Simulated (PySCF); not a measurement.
A structure optimised at PBE-D3(BJ)/def2-SVP, used in a PySCF frequency run:

```xyz
12

B      0.3368     0.1063     0.4385
Cl     1.1047    -0.9647     1.6497
O      0.9760     1.2353     0.0042
H      1.8355     1.3535     0.4444
O     -0.8884    -0.2414    -0.0182
C     -1.5514     0.5550    -1.0098
C     -1.1142     0.1683    -2.4142
H     -2.6376     0.3747    -0.8733
H     -1.3570     1.6331    -0.8229
H     -1.2792    -0.9129    -2.5933
H     -1.6932     0.7377    -3.1693
H     -0.0393     0.3907    -2.5674
```

Write its SMILES and formula.

CCOB(O)Cl, C₂H₆BClO₂

What are its rotational constants (standard atomic weights)?

6.1653, 1.4673, 1.3129 GHz
